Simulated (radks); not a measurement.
The numbers below are computed, except where a source is named.
Problem. Coherent X-ray form factor from a spherical all-electron density. Code: a radial shooting solver on a logarithmic mesh with Libxc functionals. Model: scalar-relativistic Kohn-Sham, r2SCAN, spin-unpolarised, spherical densities, finite nucleus; meta-GGA in the generalised Kohn-Sham scheme; Fermi nuclear charge, rms radius of each element as measured or else 0.836 A^(1/3) + 0.57 fm.

sin(theta)/lambda (1/angstrom),f0 (electrons)
0.05,38.596
0.1,37.446
0.15,35.718
0.2,33.632
0.25,31.407
0.3,29.218
0.4,25.346
0.5,22.331
0.6,20.013
0.8,16.451
1,13.451
1.25,10.345
1.5,8.155
2,5.941

The species is in the configuration that NIST lists as its ground one. Which atom or ion scatters so?

Solution. The technetium ion Tc4+, [Kr] 4d3. Extrapolating in s^2 from the first two rows gives f0(0) = 39.0, near the electron count 39; among species with that count, the fall with angle is slower the higher Z, and the table is that of Z = 43; from so few rows the species is fixed only to a neighbour or two.
